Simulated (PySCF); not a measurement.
Stepwise substitution at one centre (B F-OH). Gas-phase values, no solvent. One relaxed conformer stands for each flexible species; it need not be the lowest. Strings in code marks are SMILES.

The four lowest singlet excitations (Tamm–Dancoff). Method: PBE-D3(BJ)/def2-TZVP // r2SCAN-D4/def2-TZVP in PySCF. Excitations are Tamm–Dancoff values on a coarser integration grid. The basis has no diffuse functions, so Rydberg states are missing or too high.

```csv
state,energy (eV),wavelength (nm),oscillator strength
S1,6.73,184,0.001
S2,7.03,176,0.000
S3,7.58,164,0.023
S4,8.02,155,0.039
```

### Question
Name which member gives these states.
A) `OB(F)F` (H–O–B–F torsion 180°)
B) `OB(O)F` (H–O–B–F torsion 0°, F–B–O–H torsion 0°)
C) `OB(O)O`

### Answer
C, `OB(O)O`
